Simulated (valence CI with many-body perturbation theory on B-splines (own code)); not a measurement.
Values are calculated unless marked as measured or tabulated.
## Ho XXXVII: what the settings do

Method: configuration interaction combined with many-body perturbation theory (CI+MBPT): three valence electrons over a frozen Dirac-Fock core [Ar] 3d10, a basis of 6 s, 6 p, 5 d, 3 f, 1 g functions for each j, with the one-electron correlation potential Σ1 (screened to all orders), the two-electron term Σ2, the three-electron term Σ3, Breit, model QED; selected single and double excitations, second order for the rest, scaled by the run's own slope (own B-spline code, finite nucleus).

The last digits are not significant, and no measured levels were compared; by estimate large intervals hold to a few tenths of a per cent, small ones and those within an open d or f shell to about a per cent.

The reference run has the lowest level (4s^2 4p1/2) J=1/2 and an ionisation energy of 1599.13 eV. Its largest variational space holds 2820 state functions.

Levels are named by their leading jj configuration (3d3/2^4 stands for four electrons in 3d with j = 3/2), which in mixed levels can hold well under half, so a name can repeat and another be missing. Letters in brackets count levels of one name in rising energy.

Reference levels: (4s^2 4p3/2) J=3/2 464082, (4s 4p1/2^2) J=1/2 640021, (4s 4p1/2 4p3/2) J=3/2 [a] 1018390, (4s 4p1/2 4p3/2) J=5/2 1074890, (4s 4p1/2 4p3/2) J=3/2 [b] 1157350, (4s 4p1/2 4p3/2) J=1/2 1180330, (4s 4p3/2^2) J=5/2 1499620, (4s^2 4d3/2) J=3/2 1550000, (4s 4p3/2^2) J=1/2 1644940, (4s^2 4d5/2) J=5/2 1678690, (4s 4p3/2^2) J=3/2 1679680, (4p1/2^2 4p3/2) J=3/2 1806770 cm⁻¹.

(1) Rank these changes by the mean size of the shift of these levels, smallest first.
A. hole-hole ladder in Σ2 on → off
B. core polarisation of operators on → off; natural orbitals for correlation on → off
C. scale of Σ1 1 → 0

Answers

(1) A (37 cm⁻¹), B (300 cm⁻¹), C (1200 cm⁻¹).
